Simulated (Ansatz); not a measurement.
`[OH][GaH][GeH3]` + `[NH2][InH2]` → `[OH][GaH][NH][InH2]` + GeH₄ at 298.15 K and 1 bar (cleavage of the Ga–Ge bond).

Program: Ansatz. Geometries: PBE0-D4/def2-TZVP. ΔE: electronic, gas phase. CBS: MP2 limit from def2 TZ/QZ plus the TZ coupled-cluster correction, frozen cores. def2 core potentials past Kr. For Ga, Ge, In outer-core shells are correlated without core-valence functions, which leaves a few kJ/mol of doubt a bond. Scalar relativity is left out up to krypton. Each species was taken in one conformer, which may not be the lowest.

| species | CCSD(T)/CBS energy (Eh) | H − E (kJ/mol) | S (J/(mol·K)) |
| --- | --- | --- | --- |
| `[OH][GaH][GeH3]` | -4078.25778 | 134.0 | 348.0 |
| `[NH2][InH2]` | -246.90424 | 110.5 | 281.1 |
| `[OH][GaH][NH][InH2]` | -2246.67596 | 148.9 | 377.3 |
| GeH₄ | -2078.49493 | 88.5 | 217.3 |

H − E and S are ideal-gas, rigid-rotor, harmonic terms from PBE0-D4/def2-TZVP, for one conformer and one mirror image of each species. 1 Eh = 2625.50 kJ/mol, R = 8.31446 J/(mol·K).

By hand: ΔE, ΔH, ΔS and ΔG.

ΔE = (-2246.67596) + (-2078.49493) − (-4078.25778) − (-246.90424) = -0.00887 Eh = -23.3 kJ/mol. Δ(H − E) = 148.9 + 88.5 − 134.0 − 110.5 = -7.1, so ΔH = -30.4 kJ/mol. ΔS = 377.3 + 217.3 − 348.0 − 281.1 = -34.5 J/(mol·K). ΔG = -30.4 − 298.15 × (-34.5)/1000 = -20.1 kJ/mol.

By hand: the equilibrium constant, and the temperature at which ΔG would vanish if ΔH and ΔS stayed fixed.

log₁₀ K = −ΔG/(RT ln 10) = 3.5. ΔG = 0 at ΔH/ΔS = 881 K.

TΔS isn't small against ΔH here. A doubt of 5 kJ/mol in ΔE shifts log₁₀ K by 0.9 here. Other conformers and mirror images would add mixing entropy, several J/(mol·K) or more a flexible species. Modes under 60 cm⁻¹, often nearly free rotors, make the harmonic entropy too high. These are equilibria of isolated gas molecules and say nothing of rates. Largest T1 diagnostic: 0.016 (customary marks: 0.02 for closed shells, 0.045 for open ones).
